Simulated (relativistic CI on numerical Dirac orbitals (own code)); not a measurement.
## Er41+: sensitivity of the levels to the model

Base calculation: Dirac-Coulomb-Breit CI, orbitals from a KLI potential per configuration, a model potential for QED, unscaled Slater integrals.

Configuration list (outside the closed core [Ne]): 3s2 3p6 3d9, 3s2 3p5 3d10, 3s 3p6 3d10, 3s2 3p6 3d8 4s, 3s2 3p6 3d8 4p, 3s2 3p6 3d8 4d, 3s2 3p4 3d10 4s, 3s2 3p4 3d10 4p, 3s2 3p5 3d9 4s, 3s2 3p6 3d8 4f, 3s2 3p4 3d10 4d, 3s2 3p5 3d9 4p, 3s 3p5 3d10 4s, 3s 3p5 3d10 4p, 3s2 3p6 3d7 4s2, 3s2 3p5 3d9 4d, 3s 3p6 3d9 4s, 3s2 3p6 3d7 4s 4p, 3s 3p5 3d10 4d, 3p6 3d10 4s, 3s2 3p6 3d8 5s, 3s2 3p6 3d7 4p2, 3s2 3p5 3d9 4f, 3s2 3p6 3d7 4s 4d, 3s2 3p6 3d8 5p, 3s 3p6 3d9 4p, 3p6 3d10 4p, 3s2 3p6 3d8 5d, 3s2 3p5 3d8 4s2, 3s2 3p6 3d7 4p 4d, 3p6 3d10 4d, 3s2 3p6 3d8 5f, 3s 3p6 3d9 4d, 3s2 3p6 3d8 5g, 3s2 3p5 3d8 4s 4p, 3s2 3p6 3d7 4d2. Levels of other configurations are missing.

Variants: (1) P86 correlation estimate; (2) Breit term removed; (3) one mean potential for all configurations. Shifts of the energy above 3s2 3p6 3d9 2D_5/2, in eV, for the lowest level and the first level of each name with at least 55 % of one term (blank where a level changes its place among those of its configuration and J or its character, or is not in the variant):

```csv
Level,Base,Δ(1),Δ(2),Δ(3)
3s2 3p6 3d9 2D_5/2,0.00,0.00,0.00,0.00
3s2 3p6 3d9 2D_3/2,44.00,0.00,+0.99,+0.01
3s2 3p5 3d10 2P°_3/2,385.09,+0.24,+2.02,-0.05
3s2 3p5 3d10 2P°_1/2,588.39,+0.24,+4.31,-0.05
3s 3p6 3d10 2S_1/2,795.33,+0.41,+1.83,+0.03
3s2 3p6 3d8 4s 4F_9/2,1272.15,+1.87,+0.82,+0.44
3s2 3p6 3d8 4s 2F_7/2,1274.86,+1.87,+0.74,+0.46
3s2 3p6 3d8 4s 4F_7/2,1315.45,+1.87,+1.62,+0.55
3s2 3p6 3d8 4s 4F_5/2,1316.05,+1.87,+1.55,+0.55
3s2 3p6 3d8 4s 4P_3/2,1328.34,+1.87,,+0.53
3s2 3p6 3d8 4s 2G_9/2,1329.34,+1.87,+2.11,+0.53
3s2 3p6 3d8 4s 2G_7/2,1329.79,+1.87,+2.02,+0.53
3s2 3p6 3d8 4s 2P_1/2,1330.12,+1.87,+0.96,+0.54
3s2 3p6 3d8 4p 2P°_1/2,1379.38,+1.96,-1.04,+0.76
3s2 3p6 3d8 4p 4G°_7/2,1397.58,+1.95,+0.86,+0.94
3s2 3p6 3d8 4p 4P°_1/2,1408.90,+1.96,+0.11,+0.90
3s2 3p6 3d8 4p 2H°_9/2,1411.02,+1.95,+1.35,+0.91
3s2 3p6 3d8 4p 4G°_11/2,1422.19,+1.95,+0.86,+0.84
3s2 3p6 3d8 4p 4F°_9/2,1424.93,+1.95,+0.75,+0.86
3s2 3p6 3d8 4p 4G°_9/2,1465.56,+1.95,+1.65,+0.99
3s2 3p6 3d8 4p 4F°_7/2,1467.06,+1.95,+1.56,+1.00
3s2 3p6 3d8 4p 2H°_11/2,1477.90,+1.95,+2.18,+0.96
```

At this charge energies of transitions that change n are usually good to better than 1 %, and those within a shell (Δn = 0) to a few per cent.

Ionisation energy from the two ground configurations alone: base 3265.12 eV; P86 correlation estimate 3267.3 eV; Breit term removed 3267.29 eV. The NIST ASD value (theoretical) is 3265 eV.

LS names give the leading component of a level, which can be under half, so a name can repeat, a term be missing and a line seem to break the LS rules.
